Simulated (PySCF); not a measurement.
Cl4HSTa, SMILES [SH][Ta]([Cl])([Cl])([Cl])[Cl], multiplicity 1.

Coordinates come from a PBE0-D3(BJ)/def2-SVP optimisation. The multiplicity is an assumed one; no other spin state was optimised. The structure was generated by enumeration; whether it is a known compound was not checked. The def2 effective core potentials stand for the cores of Ta; spin–orbit coupling is left out. The values are those of a single conformer.

Computed with B3LYP/def2-TZVP run with PySCF.

| Quantity | Value |
|---|---|
| total energy | -2297.07021 hartree |
| point group | Cs |
| highest occupied level | -8.15 eV |
| lowest empty level | -3.91 eV |
| orbital gap | 4.24 eV |
| dipole moment | 0.65 D |
| quadrupole, principal values (traceless, Buckingham form, about the centre of nuclear charge) | -4.86, -0.58, 5.43 D·Å |
| mean static polarisability | 116.8 bohr³ (17.31 Å³) |
| polarisability, principal values | 105.1, 119.2, 126.1 bohr³ |
